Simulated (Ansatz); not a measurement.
## Ligand exchange: Ge(CH3)3Cl + C2HCl3Si → Ge(CH3)2Cl2 + C3H4Cl2Si

Gas-phase species: Ge(CH3)3Cl (chlorotrimethylgermane), singlet; C2HCl3Si `C#C[Si](Cl)(Cl)Cl`, singlet; Ge(CH3)2Cl2 (dimethylgermanium dichloride), singlet; C3H4Cl2Si `C#C[Si](C)(Cl)Cl`, singlet. The partners trade CH3 for Cl: Ge–CH3 and Si–Cl bonds give way to Ge–Cl and Si–CH3.

Shapes, held fixed at every level: PBE0-D4/def2-TZVP. Programs: Ansatz 0.2.0. The zero-point and thermal change to 298 K, harmonic and unscaled (PBE0-D4/def2-TZVP), is +0.3 kJ/mol.

| level | kind | ΔH(298 K) (kJ/mol) | less CCSD(T)/def2-TZVPP |
| --- | --- | --- | --- |
| HF/def2-SVP | Hartree–Fock | -24.3 | -13.1 |
| PBE-D4/def2-TZVPP | GGA | -14.1 | -2.9 |
| r2SCAN-D4/def2-TZVPP | meta-GGA | -15.1 | -3.9 |
| r2SCAN0-D4/def2-TZVPP | global hybrid | -15.5 | -4.3 |
| B2PLYP/def2-TZVPP | double hybrid | -14.1 | -2.9 |
| MP2/def2-SVP | perturbation theory | -13.2 | -2.0 |
| CCSD(T)/def2-TZVPP | coupled cluster or CI | -11.2 | 0.0 |

The highest level, CCSD(T)/def2-TZVPP, gives ΔH(298 K) = -11.2 kJ/mol; the levels span -24.3 to -11.2. The column of differences is taken from that level and isn't an error. No measured value is set beside it here. Relativity is left out for Ge. Outer-core shells of Ge are correlated, in sets that cover them unevenly.
